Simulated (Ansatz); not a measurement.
`CC[SiH2]N`. The species carries charge 0 and has multiplicity 1. Geometry: relaxed with PBE0-D4/def2-TZVP. It is one conformer, not always the lowest.

```xyz
13

C     0.761   -1.652   -0.703
C     0.040   -0.797    0.336
Si   -0.096    1.002   -0.157
N    -0.952    1.888    1.048
H     1.786   -1.306   -0.862
H     0.815   -2.700   -0.397
H     0.254   -1.618   -1.670
H     0.550   -0.847    1.304
H    -0.972   -1.184    0.507
H    -0.711    1.046   -1.523
H     1.247    1.637   -0.263
H    -1.905    1.647    1.269
H    -0.817    2.884    1.112
```

Question: What is the dipole moment at ωB97M-V/def2-TZVPP? (An estimate is asked.)

Answer: Ansatz gave: 1.04 D, with components (-0.92, 0.16, 0.46) D in this frame, pointing from negative to positive charge.

Question: And with PBE, r2SCAN, B3LYP? (Estimate.)

Answer: The calculation gave: PBE 1.04 D, r2SCAN 1.05 D, B3LYP 1.02 D.

Question: Give the Mulliken charges with ωB97M-V, r2SCAN, B3LYP in def2-TZVPP. (Estimate.)

Answer: Computed: 
| atom | ωB97M-V | r2SCAN | B3LYP |
| --- | --- | --- | --- |
| C1 | -0.32 | -0.14 | -0.26 |
| C2 | -0.29 | -0.15 | -0.21 |
| Si3 | 0.38 | 0.46 | 0.44 |
| N4 | -0.38 | -0.46 | -0.42 |
| H5 | 0.11 | 0.05 | 0.09 |
| H6 | 0.11 | 0.04 | 0.08 |
| H7 | 0.11 | 0.05 | 0.09 |
| H8 | 0.11 | 0.05 | 0.08 |
| H9 | 0.09 | 0.04 | 0.06 |
| H10 | -0.08 | -0.12 | -0.12 |
| H11 | -0.05 | -0.10 | -0.10 |
| H12 | 0.11 | 0.15 | 0.13 |
| H13 | 0.11 | 0.15 | 0.13 |

B3LYP here is the variant with VWN-RPA as its local correlation; programs differ in this.
